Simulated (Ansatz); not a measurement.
Ansatz (a first-principles code) input (B3LYP-D3(BJ)/def2-TZVP):

Ansatz 0.2 input:
```yaml
crystal:
  periodic: [false, false, false]
  atoms:
    - {symbol: Se, position_ang: [-0.13162405, 0.23615926, 0.59001043]}
    - {symbol: F, position_ang: [-1.13128512, -0.87691020, -0.14059262]}
    - {symbol: F, position_ang: [-0.01812268, 1.21352246, -0.75338439]}
    - {symbol: F, position_ang: [1.26641383, -0.60529718, 0.25917285]}
basis:
  gaussian:
    orbitals: def2-TZVP
hamiltonian:
  xc: b3lyp
  dispersion: d3bj
total_charge: 1
relax: {f_tol: 0.002, max_steps: 150}
```

Output:

```
Functional definition: B3LYP
integrals: 0.05 GiB planned
877 factors; their error is unknown
mean field: 0.53 GiB planned
mean field evaluation 1: about -73478.8175 eV, gradient 1.0e2 eV
mean field evaluation 2: about -73416.3244 eV, gradient 2.3e2 eV
mean field evaluation 4: about -73494.1148 eV, gradient 5.4e0 eV
mean field evaluation 8: about -73494.1463 eV, gradient 2.0e-1 eV
mean field evaluation 16: about -73494.4897 eV, gradient 3.0e-4 eV
mean field -73494.48972495 eV, -2700.8726810376 hartree, gradient 1.0e-5 eV, S^2 0.000000; 0 other end points of the search recorded, 0 dependent functions left out
the calculation of the forces begins
reference -73494.48988829 eV, -2700.8726870400 hartree; 30, 30 occupied and 111, 111 virtual orbitals, 877 factors
relax step   1: F+E_penalty+E_count = -73494.58220984 eV  Δ(F+E_penalty+E_count) = +0.000e0 eV  max|allowed force component| = 8.536e-1 eV/Å  Δτ_max = 0.0000 Å  (29 SCF iters, accepted)
these checks for a lower state are left out or cut short: starts, cluster_reference, orbital_swaps, neighbouring_geometries, increment
integrals: 0.05 GiB planned
877 factors; their error is unknown
mean field: 0.52 GiB planned
mean field -73494.52667485 eV, -2700.8740389213 hartree, gradient 4.0e-6 eV, S^2 0.000000; 0 other end points of the search recorded, 0 dependent functions left out
the calculation of the forces begins
reference -73494.52683787 eV, -2700.8740449123 hartree; 30, 30 occupied and 111, 111 virtual orbitals, 877 factors
relax step   2: F+E_penalty+E_count = -73494.61881530 eV  Δ(F+E_penalty+E_count) = -3.661e-2 eV  max|allowed force component| = 1.804e-1 eV/Å  Δτ_max = 0.0330 Å  (31 SCF iters, accepted)
these checks for a lower state are left out or cut short: starts, cluster_reference, orbital_swaps, neighbouring_geometries, increment
integrals: 0.05 GiB planned
877 factors; their error is unknown
mean field: 0.52 GiB planned
mean field evaluation 32: about -73494.5279 eV, gradient 1.6e-5 eV
mean field -73494.52793400 eV, -2700.8740851941 hartree, gradient 1.6e-5 eV, S^2 0.000000; 0 other end points of the search recorded, 0 dependent functions left out
the calculation of the forces begins
reference -73494.52809694 eV, -2700.8740911821 hartree; 30, 30 occupied and 111, 111 virtual orbitals, 877 factors
relax step   3: F+E_penalty+E_count = -73494.62000282 eV  Δ(F+E_penalty+E_count) = -1.188e-3 eV  max|allowed force component| = 9.263e-3 eV/Å  Δτ_max = 0.0075 Å  (31 SCF iters, accepted)
these checks for a lower state are left out or cut short: starts, cluster_reference, orbital_swaps, neighbouring_geometries, increment
integrals: 0.05 GiB planned
877 factors; their error is unknown
mean field: 0.52 GiB planned
mean field -73494.52793431 eV, -2700.8740852055 hartree, gradient 1.7e-5 eV, S^2 0.000000; 0 other end points of the search recorded, 0 dependent functions left out
the calculation of the forces begins
reference -73494.52809725 eV, -2700.8740911934 hartree; 30, 30 occupied and 111, 111 virtual orbitals, 877 factors
relax step   4: F+E_penalty+E_count = -73494.62000412 eV  Δ(F+E_penalty+E_count) = -1.301e-6 eV  max|allowed force component| = 3.560e-3 eV/Å  Δτ_max = 0.0001 Å  (33 SCF iters, accepted)
these checks for a lower state are left out or cut short: starts, cluster_reference, orbital_swaps, neighbouring_geometries, increment
integrals: 0.05 GiB planned
877 factors; their error is unknown
mean field: 0.52 GiB planned
mean field -73494.52793365 eV, -2700.8740851813 hartree, gradient 1.7e-5 eV, S^2 0.000000; 0 other end points of the search recorded, 0 dependent functions left out
the calculation of the forces begins
reference -73494.52809658 eV, -2700.8740911691 hartree; 30, 30 occupied and 111, 111 virtual orbitals, 877 factors
relax step   5: F+E_penalty+E_count = -73494.62000439 eV  Δ(F+E_penalty+E_count) = -2.676e-7 eV  max|allowed force component| = 1.403e-5 eV/Å  Δτ_max = 0.0001 Å  (33 SCF iters, accepted)
integrals: 0.05 GiB planned
877 factors; their error is unknown
mean field: 0.52 GiB planned
mean field evaluation 64: about -73494.5279 eV, gradient 8.3e-2 eV
mean field -73494.52793365 eV, -2700.8740851813 hartree, gradient 1.7e-5 eV, S^2 0.000000; 1 other end points of the search recorded, 0 dependent functions left out
the calculation of the forces begins
reference -73494.52809658 eV, -2700.8740911691 hartree; 30, 30 occupied and 111, 111 virtual orbitals, 877 factors
Total energy: -73494.62016733 eV, -2700.8774747065 hartree
Atom 0 at    -0.123734     0.221220     0.553119 Å, force    -0.000002     0.000014    -0.000003 eV/Å
Atom 1 at    -1.160947    -0.889975    -0.126739 Å, force    -0.000002    -0.000006    -0.000002 eV/Å
Atom 2 at    -0.022142     1.248420    -0.753523 Å, force     0.000001    -0.000004     0.000007 eV/Å
Atom 3 at     1.292205    -0.612190     0.282349 Å, force     0.000003    -0.000004    -0.000002 eV/Å
Dipole moment:    -0.101553     0.193958     0.477238 e Å
```

It need not be the lowest isomer of its formula.
